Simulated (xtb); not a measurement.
xtb input (GFN2-xTB):

```bash
xtb mol.xyz --gfn 2 --sp --chrg 0 --uhf 0
```
mol.xyz:
```
6

Si    -0.38537184     0.02965543    -0.28917028
Br    -0.66663571    -1.56889266     1.22106814
Br    -0.06721534     1.94421939     0.78251377
Br     1.34246774    -0.42515805    -1.57090070
O     -1.67181289     0.12599762    -1.27572542
H     -2.53187527     0.32093926    -0.88965489
```

Output:

```
           -------------------------------------------------
          |                Calculation Setup                |
           -------------------------------------------------

           -------------------------------------------------
          |                 G F N 2 - x T B                 |
           -------------------------------------------------

        Reference                      10.1021/acs.jctc.8b01176
      * Hamiltonian:
        H0-scaling (s, p, d)           1.850000    2.230000    2.230000
        zeta-weighting                 0.500000
      * Dispersion:
        s8                             2.700000
        a1                             0.520000
        a2                             5.000000
        s9                             5.000000
      * Repulsion:
        kExp                           1.500000    1.000000
        rExp                           1.000000
      * Coulomb:
        alpha                          2.000000
        third order                    shell-resolved
        anisotropic                    true
        a3                             3.000000
        a5                             4.000000
        cn-shift                       1.200000
        cn-exp                         4.000000
        max-rad                        5.000000

          ...................................................
          :                      SETUP                      :
          :.................................................:
          :  # basis functions                  45          :
          :  # atomic orbitals                  41          :
          :  # shells                           15          :
          :  # electrons                        32          :
          :  max. iterations                   250          :
          :  Hamiltonian                  GFN2-xTB          :
          :  restarted?                      false          :
          :  GBSA solvation                  false          :
          :  PC potential                    false          :
          :  electronic temp.          300.0000000     K    :
          :  accuracy                    1.0000000          :
          :  -> integral cutoff          0.2500000E+02      :
          :  -> integral neglect         0.1000000E-07      :
          :  -> SCF convergence          0.1000000E-05 Eh   :
          :  -> wf. convergence          0.1000000E-03 e    :
          :  Broyden damping             0.4000000          :
          :  net charge                          0          :
          :  unpaired electrons                  0          :
          ...................................................

 iter      E             dE          RMSdq      gap      omega  full diag
   1    -18.5700187 -0.185700E+02  0.896E+00    7.08       0.0  T
   2    -18.6378190 -0.678003E-01  0.671E+00    5.55       1.0  T
   3    -18.7421416 -0.104323E+00  0.345E+00    6.49       1.0  T
   4    -18.7422363 -0.946427E-04  0.294E+00    5.71       1.0  T
   5    -18.7760665 -0.338303E-01  0.103E+00    6.09       1.0  T
   6    -18.7733817  0.268479E-02  0.785E-01    6.19       1.0  T
   7    -18.7758512 -0.246944E-02  0.370E-01    6.14       1.0  T
   8    -18.7764297 -0.578523E-03  0.178E-01    6.06       1.0  T
   9    -18.7765589 -0.129174E-03  0.290E-02    6.09       1.4  T
  10    -18.7765573  0.159173E-05  0.302E-02    6.09       1.4  T
  11    -18.7765600 -0.274967E-05  0.313E-03    6.09      13.0  T
  12    -18.7765600  0.581293E-07  0.445E-03    6.09       9.2  T
  13    -18.7765600 -0.606120E-07  0.132E-03    6.09      30.9  T
  14    -18.7765600 -0.376894E-08  0.589E-04    6.09      69.3  T
  15    -18.7765600 -0.258062E-09  0.363E-04    6.09     112.4  T

   *** convergence criteria satisfied after 15 iterations ***

         #    Occupation            Energy/Eh            Energy/eV
      -------------------------------------------------------------
         1        2.0000           -0.9060494             -24.6549
       ...           ...                  ...                  ...
        10        2.0000           -0.4915719             -13.3764
        11        2.0000           -0.4628637             -12.5952
        12        2.0000           -0.4612277             -12.5506
        13        2.0000           -0.4605674             -12.5327
        14        2.0000           -0.4544387             -12.3659
        15        2.0000           -0.4537279             -12.3466
        16        2.0000           -0.4515294             -12.2867 (HOMO)
        17                         -0.2278658              -6.2005 (LUMO)
        18                         -0.2099510              -5.7131
        19                         -0.2012592              -5.4765
        20                         -0.1805280              -4.9124
        21                         -0.0513622              -1.3976
       ...                                ...                  ...
        41                          1.1905780              32.3973
      -------------------------------------------------------------
                  HL-Gap            0.2236636 Eh            6.0862 eV
             Fermi-level           -0.3396976 Eh           -9.2436 eV

 SCC (total)                   0 d,  0 h,  0 min,  0.009 sec
 SCC setup                      ...        0 min,  0.000 sec (  0.807%)
 Dispersion                     ...        0 min,  0.000 sec (  0.293%)
 classical contributions        ...        0 min,  0.000 sec (  0.140%)
 integral evaluation            ...        0 min,  0.001 sec ( 15.464%)
 iterations                     ...        0 min,  0.005 sec ( 54.116%)
 molecular gradient             ...        0 min,  0.002 sec ( 28.282%)
 printout                       ...        0 min,  0.000 sec (  0.803%)

         :::::::::::::::::::::::::::::::::::::::::::::::::::::
         ::                     SUMMARY                     ::
         :::::::::::::::::::::::::::::::::::::::::::::::::::::
         :: total energy             -18.722970871888 Eh    ::
         :: gradient norm              0.018769128364 Eh/a0 ::
         :: HOMO-LUMO gap              6.086196032984 eV    ::
         ::.................................................::
         :: SCC energy               -18.776555986673 Eh    ::
         :: -> isotropic ES            0.052860516823 Eh    ::
         :: -> anisotropic ES          0.006497605527 Eh    ::
         :: -> anisotropic XC         -0.018843205728 Eh    ::
         :: -> dispersion             -0.007111415223 Eh    ::
         :: repulsion energy           0.053585114785 Eh    ::
         :: add. restraining           0.000000000000 Eh    ::
         :: total charge               0.000000000000 e     ::
         :::::::::::::::::::::::::::::::::::::::::::::::::::::

           -------------------------------------------------
          |                Property Printout                |
           -------------------------------------------------

    * Orbital Energies and Occupations

         #    Occupation            Energy/Eh            Energy/eV
      -------------------------------------------------------------
         1        2.0000           -0.9060494             -24.6549
       ...           ...                  ...                  ...
         4        2.0000           -0.7841769             -21.3385
         5        2.0000           -0.6843472             -18.6220
         6        2.0000           -0.6117582             -16.6468
         7        2.0000           -0.5566411             -15.1470
         8        2.0000           -0.5489117             -14.9366
         9        2.0000           -0.4968146             -13.5190
        10        2.0000           -0.4915719             -13.3764
        11        2.0000           -0.4628637             -12.5952
        12        2.0000           -0.4612277             -12.5506
        13        2.0000           -0.4605674             -12.5327
        14        2.0000           -0.4544387             -12.3659
        15        2.0000           -0.4537279             -12.3466
        16        2.0000           -0.4515294             -12.2867 (HOMO)
        17                         -0.2278658              -6.2005 (LUMO)
        18                         -0.2099510              -5.7131
        19                         -0.2012592              -5.4765
        20                         -0.1805280              -4.9124
        21                         -0.0513622              -1.3976
        22                         -0.0484002              -1.3170
        23                         -0.0268884              -0.7317
        24                         -0.0246198              -0.6699
        25                          0.0007606               0.0207
        26                          0.0019739               0.0537
        27                          0.0039931               0.1087
       ...                                ...                  ...
        41                          1.1905780              32.3973
      -------------------------------------------------------------
                  HL-Gap            0.2236636 Eh            6.0862 eV
             Fermi-level           -0.3396976 Eh           -9.2436 eV

     #   Z          covCN         q      C6AA      α(0)
     1  14 Si       3.260     0.616   123.766    22.909
     2  35 Br       0.875    -0.174   189.713    22.208
     3  35 Br       0.875    -0.174   189.713    22.208
     4  35 Br       0.870    -0.141   188.771    22.152
     5   8 O        1.576    -0.450    21.885     6.313
     6   1 H        0.810     0.324     0.653     1.269

 Mol. C6AA /au·bohr⁶  :       3311.873544
 Mol. C8AA /au·bohr⁸  :     196903.119233
 Mol. α(0) /au        :         97.058534

Wiberg/Mayer (AO) data.
largest (>0.10) Wiberg bond orders for each atom

 ---------------------------------------------------------------------------
     #   Z sym  total        # sym  WBO       # sym  WBO       # sym  WBO
 ---------------------------------------------------------------------------
     1  14 Si   4.367 --     5 O    1.193     4 Br   1.090     3 Br   1.036
                             2 Br   1.036
     2  35 Br   1.224 --     1 Si   1.036
     3  35 Br   1.224 --     1 Si   1.036
     4  35 Br   1.271 --     1 Si   1.090
     5   8 O    2.219 --     1 Si   1.193     6 H    0.875
     6   1 H    0.895 --     5 O    0.875
 ---------------------------------------------------------------------------

Topologies differ in total number of bonds
Writing topology from bond orders to xtbtopo.mol

molecular dipole:
                 x           y           z       tot (Debye)
 q only:       -0.693       0.114      -0.037
   full:       -1.438       0.181      -0.511       3.906
molecular quadrupole (traceless):
                xx          xy          yy          xz          yz          zz
 q only:        6.029      -1.361      -2.872       1.538      -0.273      -3.157
  q+dip:       10.610      -2.024      -6.503       7.483      -0.949      -4.107
   full:       10.667      -2.059      -6.332       7.059      -0.926      -4.335

           -------------------------------------------------
          | TOTAL ENERGY              -18.722970871888 Eh   |
          | GRADIENT NORM               0.018769128364 Eh/α |
          | HOMO-LUMO GAP               6.086196032984 eV   |
           -------------------------------------------------

------------------------------------------------------------------------
------------------------------------------------------------------------
 total:
 SCF:
Note: The following floating-point exceptions are signalling: IEEE_DENORMAL
normal termination of xtb
```
